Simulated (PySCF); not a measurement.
**Mayer bond orders and bond lengths**

Species: 2-hydroxypyridine, C₅H₅NO.
SMILES with atom numbers: `[OH:1][c:2]1[cH:3][cH:4][cH:5][cH:6][n:7]1` (hydrogens: H8 on O1; H9 on C3; H10 on C4; H11 on C5; H12 on C6)

Bond orders from the PBE0/pcSseg-1 density (PySCF). Isolated species at its GFN2-xTB geometry (one conformer only).

(1) How far do the computed orders between heavy atoms stray from the drawn ones?

(2) Give the Mayer order of every bond between heavy atoms, beside its length.

Answers

(1) The largest departure is 0.182, at C2–C3 (drawn aromatic, 1.318), counting aromatic bonds as 1.5. The bonds drawn aromatic range from 1.32 to 1.47.

(2) 
```
 bond  drawn as  length (Å)  Mayer order
O1–C2    single       1.344        1.099
C2–C3  aromatic       1.397        1.318
C3–C4  aromatic       1.379        1.471
C4–C5  aromatic       1.391        1.389
C5–C6  aromatic       1.381        1.431
C6–N7  aromatic       1.325        1.464
N7–C2  aromatic       1.324        1.428
```

By pair of heavy elements: C–C: lowest C2–C3 (1.318, 1.397 Å), highest C3–C4 (1.471, 1.379 Å). C–N: lowest N7–C2 (1.428, 1.324 Å), highest C6–N7 (1.464, 1.325 Å).

And the bonds to hydrogen?

H–O: 0.93 (1 bond); C–H: 0.95 to 0.97 (4 bonds).

Sum the orders of all bonds at each heavy atom with more than one neighbour and set the sums beside the valence in the SMILES.

O1 2.028 (drawn 2), C2 3.845 (drawn 4), C3 3.744 (drawn 4), C4 3.834 (drawn 4), C5 3.786 (drawn 4), C6 3.866 (drawn 4), N7 2.892 (drawn 3). Orders between atoms that aren't bonded are not in these sums.

The Mayer order sums products of elements of PS (density times overlap matrix) between the two atoms' basis functions, so it depends on the basis set.

Conformer computed: `[OH:1][c:2]1[cH:3][cH:4][cH:5][cH:6][n:7]1`: H–O1–C2–C3 180°.
